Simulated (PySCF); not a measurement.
Species: C₄H₁₀ClFSi₂.
SMILES with atom numbers: `[F:1][C@@H:2]([SiH3:3])[Si@@H:4]([Cl:5])[CH:6]1[CH2:7][CH2:8]1`

Cartesian coordinates in Å at the GFN2-xTB level; atoms count from 1:
```xyz
18
C4H10ClFSi2 angstrom
F     -2.3641   -2.0623    0.4503
C     -1.5957   -1.1369   -0.2733
Si    -2.4483    0.5735   -0.0880
Si     0.2204   -1.2979    0.3322
Cl     0.9546   -3.1086   -0.1751
C      1.2518    0.0457   -0.4856
C      1.3134    1.4212    0.1209
C      2.5108    0.5353    0.1764
H     -1.6743   -1.4712   -1.3142
H     -1.7466    1.4986   -0.9770
H     -3.8493    0.4212   -0.4752
H     -2.3427    0.9930    1.3088
H      0.2275   -1.1834    1.7898
H      1.2882    0.0222   -1.5695
H      0.7667    1.6014    1.0338
H      1.3331    2.2719   -0.5438
H      2.7887    0.1078    1.1277
H      3.3569    0.7750   -0.4501
```

NICS = −σ at a ghost point: NICS(0) at the centroid of the ring atoms, NICS(1) 1 Å to either side along the normal of their mean plane, zz for the tensor component along that normal. Level: GIAO PBE0/pcSseg-1 (PySCF, non-relativistic, gas phase) on the GFN2-xTB geometry, one conformer.

Ring bond lengths (Å), with Mayer bond orders in brackets: C6–C7 1.505 (0.95), C7–C8 1.491 (0.97), C8–C6 1.504 (0.95).

**Question.** What do the NICS probes read (ppm)?

**Answer.** 
```tsv
ring	type	NICS(0)	NICS(1), two faces	NICS(1)zz, two faces	rms pucker (Å)	centre to ring atoms, mean (Å)
C6–C7–C8	3-membered carbocycle; formal bonds all single	-44.9	-9.0 / -8.3	-22.5 / -23.9	0.00	0.87
```

**Question.** What can be read from them?

**Answer.** 
- C6–C7–C8: mean NICS(1)zz -23.2 ppm, shielded. C6, C7, C8 have four or more neighbours, so the value isn't read as a sign of a π ring current. NICS(0) lies 36 ppm below the mean NICS(1).

**Question.** What field does 11.7 T along the ring normal induce along that normal at the first NICS(1) probe listed for ring C6–C7–C8, 1 Å off the ring?

**Answer.** NICSzz × B0 = -22.5 ppm × 11.7 T = -263 μT, against the applied field.

**Question.** What are the shieldings of the ring atoms and their hydrogens in the same run (means over atoms taken as equivalent)?

**Answer.** 
| atoms | environment | σ isotropic (ppm) | principal values of the symmetric part, first atom (ppm) |
| --- | --- | --- | --- |
| C6 | sp3 carbon bound to silicon | 186.3 | 153.5, 183.1, 222.2 |
| C7 | three-membered-ring carbon | 183.5 | 157.1, 180.1, 213.4 |
| C8 | three-membered-ring carbon | 182.1 | 155.0, 177.4, 214.0 |
| H14 | methine hydrogen | 31.93 | 25.5, 28.8, 41.5 |
| H15 | methylene hydrogen | 31.47 | 26.1, 28.6, 39.7 |
| H16 | methylene hydrogen | 31.08 | 25.6, 26.3, 41.4 |
| H17 | methylene hydrogen | 31.26 | 25.4, 28.4, 40.0 |
| H18 | methylene hydrogen | 30.88 | 25.0, 26.1, 41.6 |
